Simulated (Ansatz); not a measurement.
Two members of one family (Series GeHX3), computed with Ansatz in the gas phase. The two geometries come from different levels. Binding counts from free atoms in the multiplicity of their measured ground term, without zero-point energy. A dash marks a value that wasn't run or was left out as unsound. The structures are stationary points that may keep the symmetry of their start. Remarks come from the PBE and PBE0 runs and from stability tests at other levels; not every state was tested. HOMO above LUMO (over both spins in singlets and doublets, within one spin in higher multiplets; at PBE or PBE0), or a gap under 0.15 eV within one spin, warns that the state may not be the lowest or that an electron is smeared out.

First: GeHBr3 (singlet, charge 0, r2SCAN-D4/def2-SVP geometry).

```csv
atom,x (Å),y (Å),z (Å)
Ge1,-0.1301,-0.0481,0.0777
H2,-1.3856,-0.5086,0.8170
Br3,-0.6337,0.3524,-2.1260
Br4,1.4819,-1.6761,0.1996
Br5,0.6676,1.8804,1.0316
```

| level | HOMO (eV) | LUMO (eV) | gap (eV) | vertical IE (eV) | vertical triplet (eV) | binding per atom (eV) |
| --- | --- | --- | --- | --- | --- | --- |
| PBE-D4/def2-SVP | -7.15 | -2.82 | 4.33 | – | – | 2.58 |
| PBE-D4/def2-TZVP | -7.33 | -3.02 | 4.30 | 9.97 | 4.36 | 2.58 |
| r2SCAN-D4/def2-TZVP | -7.68 | -2.85 | 4.83 | 10.27 | 4.66 | 2.59 |
| PBE0-D4/def2-SVP | -8.51 | -1.98 | 6.53 | – | – | 2.53 |
| PBE0-D4/def2-TZVP | -8.62 | -2.15 | 6.47 | 10.49 | 4.93 | 2.55 |

Remarks: gap within one spin near zero at PBE or PBE0 (triplet).

Second: GeH(OMe)3 (singlet, charge 0, B3LYP-D4/def2-SVP geometry).

```xyz
17

Ge   -0.016   -1.016   -0.229
H     0.364   -2.499   -0.259
O    -1.735   -0.706    0.029
C    -2.282   -0.186    1.227
H    -2.535   -0.995    1.937
H    -3.213    0.350    0.976
H    -1.597    0.514    1.733
O     0.426   -0.367   -1.817
C     0.029    0.934   -2.205
H     0.278    1.066   -3.271
H     0.556    1.718   -1.629
H    -1.058    1.089   -2.080
O     0.796   -0.099    1.064
C     2.202    0.019    1.110
H     2.702   -0.958    1.261
H     2.468    0.666    1.961
H     2.615    0.471    0.189
```

Estimate how these quantities change from the first to the second (second minus first).


```
              level  Δ HOMO (eV)  Δ LUMO (eV)  Δ gap (eV)  Δ vertical IE (eV)  Δ vertical triplet (eV)  Δ binding per atom (eV)
    PBE-D4/def2-SVP         0.99         2.75        1.76                   –                        –                     1.39
   PBE-D4/def2-TZVP         0.98         2.63        1.65               -0.89                     1.55                     1.36
r2SCAN-D4/def2-TZVP         1.00         2.86        1.87                   –                     1.70                     1.29
   PBE0-D4/def2-SVP         0.70         3.01        2.31                   –                        –                     1.35
  PBE0-D4/def2-TZVP         0.69         2.84        2.15               -0.74                        –                     1.31
```

Remarks: gap within one spin near zero at PBE or PBE0 (+1 doublet), gap within one spin near zero at PBE or PBE0 (triplet).
